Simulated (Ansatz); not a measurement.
The cluster Be₂S₂⁻ (the lowest doublet isomer of a short search) was relaxed with PBE0-D4 (def2-TZVPD) in Ansatz in these states: charge -1 doublet, charge -1 quartet. The geometries follow in no particular order.

A:

```xyz
4

Be   -0.070   -0.148    1.014
Be    0.070    0.148   -1.014
S    -1.621   -0.295   -0.155
S     1.621    0.295    0.156
```

B:

| atom | x (Å) | y (Å) | z (Å) |
| --- | --- | --- | --- |
| Be1 | 0.9228 | -0.4927 | 0.7606 |
| Be2 | -1.2376 | 0.3176 | -0.2009 |
| S3 | -0.0875 | -1.2110 | -0.8239 |
| S4 | 0.4023 | 1.3861 | 0.2642 |

Problem. Judge from the bond lengths which geometry belongs to which state (an estimate).

Solution. A is the charge -1 doublet (Be1–Be2 2.054 Å, Be1–S3 1.948 Å, Be1–S4 1.948 Å); B is the charge -1 quartet (Be1–Be2 2.500 Å, Be1–S3 2.012 Å, Be1–S4 2.012 Å).

At PBE0-D4/def2-TZVPD the highest occupied level of the charge -1 quartet lies above zero (up to 0.11 eV). The electron is either unbound and held by the finite basis, or the level is raised by self-interaction error.
